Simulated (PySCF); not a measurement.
C8H12BN.
SMILES: `B1CCC[C@@H]1n1cccc1`

Method: PySCF 2.14.0, density-fitted response routines, TDDFT wB97X-D/def2-SVPD, vertical, gas phase, core orbitals frozen in the response. Isolated species at its PBE0-D3(BJ)/def2-SVP geometry (one conformer only).

Computed states:

```
state  E (eV)       f
   S1    4.66  0.0074
   S2    4.97  0.0069
   S3    5.96  0.0037
   S4    6.27  0.0040
   S5    6.28   0.110
   S6    6.41  0.0035
   S7    6.51   0.050
   S8    6.95   0.049
   S9    7.13  0.0030
  S10    7.28   0.028
```

Broadening: Gaussians 0.5 eV wide at half height, area fixed by f = 4.319×10⁻⁹ ∫ε dν̃. The cross-section is σ = 3.8235×10⁻²¹ ε cm², given in Mb (10⁻¹⁸ cm²). The width is an assumption, not a result. The curve ends short of the highest state used, and states not computed would add to its high-energy end.

Task: What does the envelope look like, and where are its maxima?

Result: 
```
λ (nm)  σ (Mb)
 185.7   16.62
 188.8   21.96
 191.8   27.63
 194.9   30.81
 197.9   29.42
 201.0   23.91
 204.0   16.88
 207.1   10.25
 210.1    5.64
 213.2    2.77
 216.2    1.31
 219.3    0.58
 222.3    0.27
 225.4    0.16
 228.4    0.18
 231.5    0.29
 234.5    0.48
 237.6    0.76
 240.6    1.08
 243.7    1.42
 246.7    1.72
 249.8    1.98
 252.8    2.16
 255.9    2.27
 258.9    2.28
 262.0    2.22
 265.0    2.09
 268.1    1.89
 271.1    1.66
 274.2    1.38
 277.2    1.12
 280.3    0.86
 283.3    0.65
 286.4    0.46
 289.4    0.32
 292.5    0.21
 295.5    0.14
 298.5    0.09
 301.6    0.05
 304.6    0.03
 307.7    0.02
 310.7    0.01
 313.8    0.01
 316.8    0.00
```

Maxima: 258 nm (4.80 eV), ε about 600, made up of S1 (54%) and S2 (46%); 196 nm (6.34 eV), ε about 8100, made up of S5 (70%) and S7 (24%) (ε in L mol⁻¹ cm⁻¹; maxima over ε = 5, shares over 10%).

Task: On this curve, what absorbance would a 10⁻⁵ mol/L sample give at 222 nm over a 1 cm path?

Result: 222 nm is 5.585 eV, where ε is about 77 L mol⁻¹ cm⁻¹, so A = ε c l ≈ 0.00077 (Beer–Lambert, with the gas-phase spectrum and the assumed width).

Task: What would ε be at 6.34 eV, the highest of these maxima, with half the width (0.25 eV)?

Result: About 12300 L mol⁻¹ cm⁻¹ against 8080, a factor of about 1.5; a lone state at its own centre would give exactly 2.

Task: Coming from long wavelengths, where does ε first pass 100 L mol⁻¹ cm⁻¹?

Result: At about 288 nm (4.31 eV), 0.36 eV below S1.

The vertical ionisation energy (ΔSCF) is 7.96 eV, 0.69 eV above S10.
